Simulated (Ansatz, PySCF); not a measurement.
Species: BN (charge 0, triplet). 
Geometry from a B3LYP-D3(BJ)/def2-TZVP (Ansatz, a program for electronic structure) optimisation:
```
B
N 1 1.3180
```
Charge 0, spin multiplicity 3.

Total electronic energies in hartree. Valence correlation only, unless marked. UHF or UKS for open shells. No spin-orbit coupling. No relativistic terms. CBS(X,Y): correlation extrapolated as X^-3; Hartree-Fock from the larger set (for Q and 5 zeta extrapolated as (X+1)exp(-9√X)).

| level | program | energy (Eh) |
|---|---|---|
| HF/6-31G | Ansatz | -78.95475 |
| HF/6-31G* | Ansatz | -78.98936 |
| HF/def2-TZVPD | PySCF | -79.01819 |
| RI-HF/def2-TZVPPD | Ansatz | -79.01819 |
| BLYP-D3(BJ)/def2-TZVPD | Ansatz + dftd3 | -79.43037 |
| BP86-D3(BJ)/def2-TZVPD | PySCF + dftd3 | -79.43730 |
| TPSS-D4/def2-TZVPD | PySCF + dftd4 | -79.46022 |
| r2SCAN/def2-TZVPD | Ansatz | -79.39777 |
| PBE0/STO-3G | Ansatz | (withheld) |
| PBE0/def2-TZVPD | Ansatz | (withheld) |
| CAM-B3LYP-D3(BJ)/def2-TZVPD | Ansatz + dftd3 | -79.39868 |
| B2GP-PLYP-D3(BJ)/def2-TZVPD | Ansatz + dftd3 | -79.35857 |
| MP2/cc-pVTZ | Ansatz | -79.23474 |
| MP2/cc-pwCVTZ | Ansatz | -79.24040 |
| MP2/CBS(cc-pVTZ,cc-pVQZ) | Ansatz | -79.2683 |
| SCS-MP2/aug-cc-pVDZ | Ansatz | -79.17910 |
| CCSD/cc-pVTZ | Ansatz | -79.25399 |
| CCSD/def2-QZVPP | Ansatz | -79.27297 |
| CCSD(T)/def2-SVP | Ansatz | -79.13027 |
| CCSD(T)/cc-pwCVTZ | Ansatz | -79.27194 |
| CCSD(T)/def2-QZVPP | Ansatz | -79.28670 |
| CCSD(T) with core electrons/cc-pwCVTZ | Ansatz | -79.36705 |
| CCSD(T)/CBS(cc-pVQZ,cc-pV5Z) | Ansatz | -79.2981 |

Q: Some entries are withheld; supply them.

A: 
- PBE0/STO-3G, energy (Eh): -78.26704
- PBE0/def2-TZVPD, energy (Eh): -79.33916
